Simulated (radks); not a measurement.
Values are calculated unless marked as measured or tabulated.
Kr4+, 32 electrons, occupied as [Ar] 3d10 4s2 4p2. Level of theory: Dirac Kohn-Sham, PBEsol, spin-unpolarised, spherical densities, finite nucleus; open shells fill j = l - 1/2 first; Fermi nuclear charge, rms radius 4.1884 fm (a radial shooting solver on a logarithmic mesh with Libxc functionals). Some entries of the table are withheld. Estimate them.

| orbital | occ. | eigenvalue (eV) | <r> (bohr) | <1/r> (bohr^-1) |
|---|---|---|---|---|
| 1s1/2 | 2 | (1) | 0.04151 | 36.75 |
| 2s1/2 | 2 | -1919.317 | 0.1833 | 8.224 |
| 2p1/2 | 2 | -1740.516 | (2) | (3) |
| 2p3/2 | 4 | -1686.728 | (4) | (5) |
| 3s1/2 | 2 | -319.7681 | 0.5300 | 2.715 |
| 3p1/2 | 2 | -256.5941 | 0.5328 | 2.602 |
| 3p3/2 | 4 | -248.6538 | 0.5432 | 2.534 |
| 3d3/2 | 4 | -138.3707 | 0.5499 | 2.292 |
| 3d5/2 | 6 | -137.0566 | 0.5537 | 2.274 |
| 4s1/2 | 2 | -72.7788 | (6) | 0.9378 |
| 4p1/2 | 2 | -57.0071 | (7) | 0.8371 |
| 4p3/2 | 0 | -56.0151 | (8) | 0.8224 |

Answer. 
(1) 1s1/2 eigenvalue (eV): -14200.76
(2) 2p1/2 <r> (bohr): 0.1574
(3) 2p1/2 <1/r> (bohr^-1): 8.195
(4) 2p3/2 <r> (bohr): 0.1614
(5) 2p3/2 <1/r> (bohr^-1): 7.910
(6) 4s1/2 <r> (bohr): 1.430
(7) 4p1/2 <r> (bohr): 1.582
(8) 4p3/2 <r> (bohr): 1.606
